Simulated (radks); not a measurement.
Initial-state core-level shifts of neutral antimony when its valence configuration changes from [Kr] 4d10 5s2 5p3. All-electron calculation, Dirac Kohn-Sham, PBE, spin-unpolarised, spherical densities, point nucleus; open shells fill j = l - 1/2 first. Program: a radial shooting solver on a logarithmic mesh with Libxc functionals. Shifts are changes of the shell-averaged eigenvalues in eV (positive: less bound).

| valence | 2p | 3s | 3p | 4s |
|---|---|---|---|---|
| 4d9.5 5s2 5p3.5 | -4.295 | -4.148 | -4.148 | -3.587 |
| 4d9 5s2 5p4 | -8.661 | -8.347 | -8.348 | -7.169 |
| 4d10 5p5 | -3.010 | -3.052 | -3.050 | -3.038 |
| 4d9 5s1 5p5 | -10.112 | -9.818 | -9.818 | -8.620 |
| 4d10 5s1 5p4 | -1.545 | -1.565 | -1.564 | -1.558 |
| 4d9.5 5p5.5 | -7.215 | -7.109 | -7.108 | -6.520 |
| 4d10 5s1.5 5p3.5 | -0.784 | -0.794 | -0.793 | -0.790 |
| 4d9.5 5s1 5p4.5 | -5.789 | -5.662 | -5.662 | -5.087 |
| 4d9.5 5s1.5 5p4 | -5.052 | -4.914 | -4.914 | -4.346 |
